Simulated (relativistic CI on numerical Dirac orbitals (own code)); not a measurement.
Calculated at this level of theory: Dirac-Coulomb-Breit CI, orbitals from a KLI potential per configuration, a model potential for QED, unscaled Slater integrals (own radial code, finite nucleus).

Configurations in the expansion (outside the closed core [Ar]): 3d10 4s, 3d10 4p, 3d10 4d, 3d10 4f, 3d10 5s, 3d10 5p, 3d10 5d, 3d10 5f, 3d10 5g, 3d10 6s, 3d10 6p, 3d10 6d, 3d9 4s2, 3d10 6f, 3d10 7s, 3d9 4s 4p, 3d10 8s, 3d9 4s 4d, 3d9 4s 4f, 3d9 4s 5s, 3d9 4s 5p, 3d9 4s 5d, 3d9 4s 5f. Double excitations out of closed p, d and f shells are left out; levels of such configurations are missing from the list, as are those of other unlisted configurations, and high levels can miss mixing partners.

At this charge energies of transitions that change n are usually good to better than 1 %, and those within a shell (Δn = 0) to a few per cent.

Outline of the computed level scheme of Dy XXXVIII. Lowest level of each configuration: 3d10 4s 2S_1/2 at 0.000 eV; 3d10 4p 2P°_1/2 at 78.626 eV; 3d10 4d 2D_3/2 at 258.344 eV; 3d10 4f 2F°_5/2 at 403.384 eV; 3d10 5s 2S_1/2 at 684.140 eV; 3d10 5p 2P°_1/2 at 722.079 eV; 3d10 5d 2D_3/2 at 806.406 eV; 3d10 5f 2F°_5/2 at 870.772 eV; 3d10 5g 2G_7/2 at 900.233 eV.

Some strong electric-dipole decays among the lowest 16 levels: 3d10 5g 2G_9/2 → 3d10 4f 2F°_7/2 (1.0e+13 s⁻¹); 3d10 5g 2G_7/2 → 3d10 4f 2F°_5/2 (9.8e+12 s⁻¹); 3d10 5f 2F°_7/2 → 3d10 4d 2D_5/2 (5.1e+12 s⁻¹); 3d10 5f 2F°_5/2 → 3d10 4d 2D_3/2 (4.7e+12 s⁻¹); 3d10 5s 2S_1/2 → 3d10 4p 2P°_3/2 (3.3e+12 s⁻¹); 3d10 5d 2D_5/2 → 3d10 4p 2P°_3/2 (2.6e+12 s⁻¹); 3d10 5p 2P°_1/2 → 3d10 4s 2S_1/2 (2.1e+12 s⁻¹); 3d10 5p 2P°_1/2 → 3d10 4d 2D_3/2 (1.8e+12 s⁻¹).

LS names give the leading component of a level, which can be under half, so a name can repeat, a term be missing and a line seem to break the LS rules.
